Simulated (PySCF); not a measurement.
A structure optimised at PBE0-D3(BJ)/def2-SVP, used in a PySCF frequency run:

```xyz
12

Be    -0.2089    -0.2000     0.0000
Br     1.7454     0.0270     0.0000
C     -1.8822    -0.4002     0.0000
C     -2.5454     0.1578     1.2657
C     -2.5454     0.1578    -1.2657
H     -2.0400    -1.4993     0.0000
H     -3.6327    -0.0395     1.2704
H     -2.4219     1.2513     1.3421
H     -2.1320    -0.2814     2.1879
H     -2.1320    -0.2814    -2.1879
H     -3.6327    -0.0395    -1.2704
H     -2.4219     1.2513    -1.3421
```

**Question.** Write its SMILES, formula and point group.

**Answer.** C[CH](C)[Be][Br], C₃H₇BeBr, Cs

**Question.** What are its rotational constants (standard atomic weights)?

**Answer.** 7.9546, 1.0253, 0.93695 GHz
